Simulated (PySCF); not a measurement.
C₃H₇ClOSi, SMILES O=CCC[SiH2]Cl.

Geometry optimised at PBE0-D3(BJ)/def2-SVP. The structure was generated by enumeration, and PubChem lists no compound with its InChIKey, so it may never have been made. The values are those of a single conformer.

Method: PySCF with TDA-CAM-B3LYP/def2-SVPD.

Vertical excitations. Isolated molecule, no solvent.

Computed lowest excited states:
```csv
state,energy (eV),λ (nm),f,main pairs
S1,4.55,272,0.000,"HOMO→LUMO 58 %, HOMO−2→LUMO 26 %, HOMO−1→LUMO 10 %"
S2,6.80,182,0.006,"HOMO−1→LUMO 49 %, HOMO→LUMO 24 %, HOMO−3→LUMO 19 %"
S3,7.29,170,0.004,"HOMO−2→LUMO 55 %, HOMO−1→LUMO 26 %, HOMO→LUMO 9 %, HOMO−4→LUMO 9 %"
S4,7.63,162,0.027,"HOMO→LUMO+1 60 %, HOMO−2→LUMO+1 20 %"
S5,7.92,157,0.005,"HOMO−1→LUMO+1 58 %, HOMO−1→LUMO+2 14 %, HOMO→LUMO+1 11 %"
S6,7.98,155,0.004,"HOMO−2→LUMO+2 30 %, HOMO−2→LUMO+1 20 %, HOMO−1→LUMO+2 12 %, HOMO→LUMO+2 11 %"
S7,8.07,154,0.021,"HOMO−1→LUMO+2 26 %, HOMO−1→LUMO+4 21 %, HOMO→LUMO+2 17 %, HOMO→LUMO+4 10 %"
S8,8.19,151,0.021,"HOMO−2→LUMO+1 30 %, HOMO−2→LUMO+4 23 %, HOMO→LUMO+4 9 %, HOMO−1→LUMO+4 7 %"
S9,8.23,151,0.009,"HOMO−3→LUMO 60 %, HOMO−7→LUMO 12 %, HOMO−1→LUMO 10 %"
S10,8.38,148,0.036,"HOMO−4→LUMO 50 %, HOMO−6→LUMO 19 %"
T1,3.94,315,0,"HOMO→LUMO 57 %, HOMO−2→LUMO 26 %, HOMO−1→LUMO 11 %"
T2,5.96,208,0,"HOMO−8→LUMO 28 %, HOMO−6→LUMO 20 %, HOMO−1→LUMO 11 %, HOMO−3→LUMO 10 %"
T3,6.79,183,0,"HOMO−1→LUMO 29 %, HOMO→LUMO 25 %, HOMO−2→LUMO 15 %, HOMO−3→LUMO 13 %"
T4,7.34,169,0,"HOMO−2→LUMO 46 %, HOMO−1→LUMO 34 %"
```
Triplets are in the Tamm–Dancoff approximation.
